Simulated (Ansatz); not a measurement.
All numbers were calculated with Ansatz.

A structure relaxed at PBE0-D4/def2-TZVP, charge 0, multiplicity 1:

| atom | x (Å) | y (Å) | z (Å) |
| --- | --- | --- | --- |
| C1 | -0.016 | -1.290 | 0.316 |
| C2 | -0.487 | 0.074 | -0.029 |
| C3 | -1.945 | 0.336 | -0.104 |
| O4 | 0.282 | 1.010 | -0.251 |
| B5 | 1.944 | 0.918 | -0.212 |
| F6 | 2.309 | 2.190 | -0.460 |
| F7 | 2.218 | 0.470 | 1.049 |
| F8 | 2.246 | 0.022 | -1.197 |
| H9 | 0.767 | -1.596 | -0.380 |
| H10 | 0.456 | -1.245 | 1.302 |
| H11 | -0.834 | -2.006 | 0.329 |
| H12 | -2.375 | -0.291 | -0.891 |
| H13 | -2.148 | 1.385 | -0.304 |
| H14 | -2.418 | 0.023 | 0.832 |

Q: Give its formula and SMILES.

A: C3H6BF3O, `CC(C)=[O+][B-](F)(F)F`.

Q: Point group (tolerance 0.08 Å, 0.16 Å for H)?

A: C1.

Q: Summarise the bond lengths by kind.

A: 2 × C–C 1.483 to 1.484 Å; 6 × C–H 1.087 to 1.095 Å; 1 × C–O 1.231 Å; 1 × B–O 1.664 Å; 3 × B–F 1.347 to 1.365 Å.
